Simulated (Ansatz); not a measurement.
Spin states of PbS2⁺, each relaxed with r2SCAN-D4/def2-TZVP in Ansatz. Electronic energies in the gas phase.

In the def2 sets Pb takes a core potential; there is no spin–orbit coupling. Correlated methods freeze 14 core orbitals; core or outer-core shells of Pb are correlated, in sets that lack core-valence functions. The structure comes from a short search, and lower isomers may exist.

Doublet geometry (C2v within 0.1 Å):

```xyz
3

Pb    1.362    0.441    0.719
S    -1.041    0.709   -0.248
S    -0.321   -1.151   -0.471
```

Quartet geometry (C2v within 0.1 Å):

Cartesian coordinates in Å:
```
Pb -1.389 -0.394 -1.264
S 0.237 0.992 0.887
S 1.152 -0.598 0.377
```

⟨S²⟩: doublet 0.76 at PBE0-D4/def2-TZVP (pure 0.75), quartet 3.76 at PBE0-D4/def2-TZVP (pure 3.75).

Only these spin states were relaxed. The quartet has other bonds than the doublet, so the gap mixes isomer and spin.

```csv
level,quartet − doublet (kJ/mol),lowest of these
HF/def2-TZVPP,95.3,doublet
PBE-D4/def2-TZVP,188.7,doublet
MP2/def2-TZVP,185.4,doublet
MP2/def2-TZVPP,185.4,doublet
```

Task: Estimate the rows for r2SCAN-D4/def2-TZVP, ωB97M-V/def2-TZVP, CCSD/def2-TZVPP, CCSD(T)/def2-TZVPP.

Result: 
| level | quartet − doublet (kJ/mol) | lowest of these |
| --- | --- | --- |
| r2SCAN-D4/def2-TZVP | 174.7 | doublet |
| ωB97M-V/def2-TZVP | 172.0 | doublet |
| CCSD/def2-TZVPP | 163.6 | doublet |
| CCSD(T)/def2-TZVPP | 175.4 | doublet |
